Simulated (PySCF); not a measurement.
Below is a simulated gas-phase Cl 2p photoelectron spectrum of trans-Ge(NH3)2Cl4 (`[NH3]->[Ge](<-[NH3])([Cl])([Cl])([Cl])[Cl]`).

Every computed line was given a Gaussian of 1.0 eV full width at half maximum and an area set by the number of equivalent atoms (split 2:1 within a doublet); the highest printed point is 100. Method: delta-SCF UKS SCAN, pcX-2 on the ionised atom, pcseg-1 elsewhere, spin-free X2C in PySCF.

```
binding energy (eV)  intensity
              203.2          0
              203.3          0
              203.4          1
              203.5          2
              203.6          4
              203.7          6
              203.8         11
              203.9         17
              204.0         26
              204.1         38
              204.2         51
              204.3         65
              204.4         79
              204.5         90
              204.6         98
              204.7        100
              204.8         97
              204.9         89
              205.0         77
              205.1         64
              205.2         50
              205.3         39
              205.4         29
              205.5         23
              205.6         21
              205.7         22
              205.8         25
              205.9         30
              206.0         37
              206.1         43
              206.2         47
              206.3         50
              206.4         50
              206.5         47
              206.6         42
              206.7         35
              206.8         28
              206.9         21
              207.0         15
              207.1         10
              207.2          7
              207.3          4
              207.4          2
              207.5          1
              207.6          1
              207.7          0
              207.8          0
```

Count the maxima, the lines and the sites behind this envelope.

The curve has 2 maxima (at 204.7 and 206.3 eV). Under it lie 2 lines from 1 inequivalent chlorine site, drawn as a 2p3/2, 2p1/2 pair.

Decompose the envelope and assign each component. Bonds: Ge1–N2, Ge1–N6, Ge1–Cl10, Ge1–Cl11, Ge1–Cl12, Ge1–Cl13. Hydrogens: H3, H4, H5 on N2; H7, H8, H9 on N6.

```tsv
position (eV)	relative area	line	atoms	environment
204.69	2.67	Cl 2p3/2	Cl10/Cl11/Cl12/Cl13	chlorine bonded to Ge
206.35	1.33	Cl 2p1/2	Cl10/Cl11/Cl12/Cl13	chlorine bonded to Ge
```

What are the centre and the root-mean-square width of the whole band?

The area-weighted mean of the lines is 205.25 eV. Their own spread about it is 0.78 eV (rms) and each Gaussian has σ = 1.0/2.355 = 0.42 eV; the variances add, which gives 0.89 eV.

No satellites, vibrations or lifetime broadening are included. One atom of each set of topologically equivalent atoms was ionised and stands for the set; in this conformer not all members are related by symmetry, and their own values weren't computed. For 2p shells one spin-free hole was relaxed; a mean-field spin–orbit operator and the ground-state splitting of the three 2p orbitals were then diagonalised within the shell. The shell's mean is (2 × 2p3/2 + 2p1/2)/3, and the degeneracies 2j + 1 give areas of 2:1. 2p1/2 minus 2p3/2 (ligand field included): Cl 1.65 eV. Geometry: PBE0-D3(BJ)/def2-SVP; no solvent, vibrations or thermal averaging.

Time: 34 s; peak memory 0.66 GiB. Hardware: an Arm Neoverse V1 with one thread, on a shared host.
